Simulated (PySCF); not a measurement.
## Radial density of Be (beryllium, neutral)

UHF, [He] 2p2, high-spin 3P determinant (an excited configuration). All numbers are calculated (PySCF 2.14, scalar relativity by spin-free X2C-1e, in aug-cc-pVQZ-DK (6s5p4d3f2g, 80 functions)).

```json
{"r (bohr)": "0.00630", "4πr²ρ (e/bohr)": "0.01654", "4πr²(ρα − ρβ)": "-0.0001"}
{"r (bohr)": "0.0106", "4πr²ρ (e/bohr)": "0.04483", "4πr²(ρα − ρβ)": "-0.0002"}
{"r (bohr)": "0.0178", "4πr²ρ (e/bohr)": "0.1192", "4πr²(ρα − ρβ)": "-0.0005"}
{"r (bohr)": "0.0300", "4πr²ρ (e/bohr)": "0.3053", "4πr²(ρα − ρβ)": "-0.0012"}
{"r (bohr)": "0.0504", "4πr²ρ (e/bohr)": "0.7337", "4πr²(ρα − ρβ)": "-0.0029"}
{"r (bohr)": "0.0848", "4πr²ρ (e/bohr)": "1.581", "4πr²(ρα − ρβ)": "-0.0058"}
{"r (bohr)": "0.143", "4πr²ρ (e/bohr)": "2.853", "4πr²(ρα − ρβ)": "-0.0087"}
{"r (bohr)": "0.240", "4πr²ρ (e/bohr)": "3.849", "4πr²(ρα − ρβ)": "-0.0040"}
{"r (bohr)": "0.404", "4πr²ρ (e/bohr)": "3.264", "4πr²(ρα − ρβ)": "0.0272"}
{"r (bohr)": "0.679", "4πr²ρ (e/bohr)": "1.390", "4πr²(ρα − ρβ)": "0.1254"}
{"r (bohr)": "1.14", "4πr²ρ (e/bohr)": "0.4883", "4πr²(ρα − ρβ)": "0.3476"}
{"r (bohr)": "1.92", "4πr²ρ (e/bohr)": "0.6039", "4πr²(ρα − ρβ)": "0.6019"}
{"r (bohr)": "3.23", "4πr²ρ (e/bohr)": "0.4813", "4πr²(ρα − ρβ)": "0.4813"}
{"r (bohr)": "5.43", "4πr²ρ (e/bohr)": "0.1119", "4πr²(ρα − ρβ)": "0.1119"}
{"r (bohr)": "9.14", "4πr²ρ (e/bohr)": "0.003452", "4πr²(ρα − ρβ)": "0.0035"}
```

Densities and radii are taken from the X2C orbitals without a picture-change correction, which distorts them close to the nucleus.

Question: Where is the radial spin density 4πr²(ρα − ρβ) most negative, and why is it negative at all?

Answer: Around r = 0.143 bohr, down to -0.0087 e/bohr: exchange with the open shell polarises the paired shells in an unrestricted calculation.
